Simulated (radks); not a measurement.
The numbers below are computed, except where a source is named.
Question: Ionisation of Pt, [Xe] 4f14 5d9 6s1, to Pt+, [Xe] 4f14 5d9, under several functionals. Scalar-relativistic Kohn-Sham, spin-unpolarised, spherical densities, finite nucleus; a radial shooting solver on a logarithmic mesh with Libxc functionals. The NIST Atomic Spectra Database gives 8.959 eV (measured). Rank these functionals by the error of their Delta-SCF ionisation energy: Wu-Cohen GGA; PBEsol; B86b exchange with PBE correlation; SOGGA; LDA (Slater exchange, Perdew-Wang correlation); MS2 meta-GGA; TASK exchange with Perdew-Wang LDA correlation; exchange-only r2SCAN.

Answer: From best to worst: MS2 meta-GGA 9.085 eV (+0.127); SOGGA 9.093 eV (+0.134); TASK exchange with Perdew-Wang LDA correlation 8.749 eV (-0.210); B86b exchange with PBE correlation 9.212 eV (+0.253); PBEsol 9.219 eV (+0.261); Wu-Cohen GGA 9.225 eV (+0.266); LDA (Slater exchange, Perdew-Wang correlation) 9.531 eV (+0.572); exchange-only r2SCAN 8.015 eV (-0.943). Spin polarisation and multiplet splitting are left out, so open shells lie too high by an amount that depends on their filling. Spin-orbit splitting is averaged out at the scalar-relativistic level.

Beside tabulated values, note that spin-unpolarised runs miss the spin-polarisation part of the exchange energy of open shells.
